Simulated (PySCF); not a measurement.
Tb (terbium, neutral): r2SCANh calculation

Configuration: [Xe] 4f9 6s2, one real determinant. Computed with PySCF 2.14 in ANO-RCC-VTZP (8s7p5d3f2g1h, 104 functions), with the spin-free X2C one-electron Hamiltonian (Gaussian nucleus).

```json
{
  "Total energy": "-11708.05 hartree",
  "One-electron energy": "-16024.62 hartree",
  "Hartree (Coulomb) energy": "4576.68 hartree",
  "Exchange-correlation energy": "-260.11 hartree",
  "⟨S²⟩": "8.7603",
  "⟨L²⟩": "24.017",
  "Sum of ⟨r⟩": "44.23 bohr",
  "Sum of ⟨r²⟩": "81.00 bohr²",
  "Traceless quadrupole moment −½Σ⟨3z² − r²⟩ along its main axis": "-0.122 e·bohr²",
  "Langevin diamagnetic susceptibility": "-64.2 ×10⁻⁶ cm³/mol",
  "Time after the integrals": "roughly 10 core-seconds"
}
```

```csv
shell,electrons,mean orbital energy (eV),spread (eV),"rms radius, mean of both spins (bohr)"
1s α,1,-51830.7,0,0.0245
1s β,1,-51830.7,0,0.0245
2s α,1,-8624.2,0,0.0990
2s β,1,-8624.1,0,0.0990
2p α,3,-7675.1,0.226,0.0890
2p β,3,-7675.1,0.218,0.0890
3s α,1,-1926.6,0,0.255
3s β,1,-1924.1,0,0.255
3p α,3,-1630.5,1.331,0.256
3p β,3,-1628.0,0.854,0.256
3d α,5,-1237.2,1.278,0.235
3d β,5,-1235.1,0.815,0.235
4s α,1,-389.65,0,0.576
4s β,1,-383.62,0,0.576
4p α,3,-291.19,2.147,0.612
4p β,3,-285.08,1.146,0.612
4d α,5,-153.66,2.443,0.674
4d β,5,-147.31,1.206,0.674
5s α,1,-50.850,0,1.42
5s β,1,-48.084,0,1.42
5p α,3,-27.096,0.840,1.68
5p β,3,-25.161,0.460,1.68
4f α,7,-5.689,2.502,1.03
6s α,1,-4.039,0,4.57
6s β,1,-3.825,0,4.57
4f β,2,-2.101,0.254,1.03
```

⟨L²⟩ = 24.02 against 30 for a pure H term, so this real determinant mixes terms. Spin-orbit coupling, absent here, splits the open shell strongly.

Densities and radii are taken from the X2C orbitals without a picture-change correction, which distorts them close to the nucleus.
